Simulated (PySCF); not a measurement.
CH8FNOSi2, SMILES C[Si@H](N)[Si@@H](O)F.

Geometry optimised at B3LYP-D3(BJ)/def2-SVP. The structure was generated by enumeration; whether it is a known compound was not checked. The values are those of a single conformer.

Two levels are set side by side: PBE/def2-TZVP (PySCF) and r2SCAN/def2-TZVP (PySCF). Same geometry, gas phase. Differences are taken from unrounded values.

```json
[
 {"quantity": "orbital gap (eV)", "r2SCAN": "5.52"},
 {"quantity": "highest occupied level (eV)", "r2SCAN": "-6.14"},
 {"quantity": "lowest empty level (eV)", "r2SCAN": "-0.62"},
 {"quantity": "dipole moment (D)", "r2SCAN": "0.58"},
 {"quantity": "mean polarisability (bohr³)", "r2SCAN": "75.3"}
]
```

What does PBE give, and how far is it from r2SCAN? (The exact figures need the calculation; the answer reports its results.)


```tsv
quantity	PBE	PBE minus r2SCAN
orbital gap (eV)	4.90	-0.63
highest occupied level (eV)	-5.85	0.29
lowest empty level (eV)	-0.95	-0.34
dipole moment (D)	0.57	-0.01
mean polarisability (bohr³)	78.0	2.7
```

Rough cost on one machine, each run with all the roots and properties that it gave: r2SCAN against PBE about 4 times.
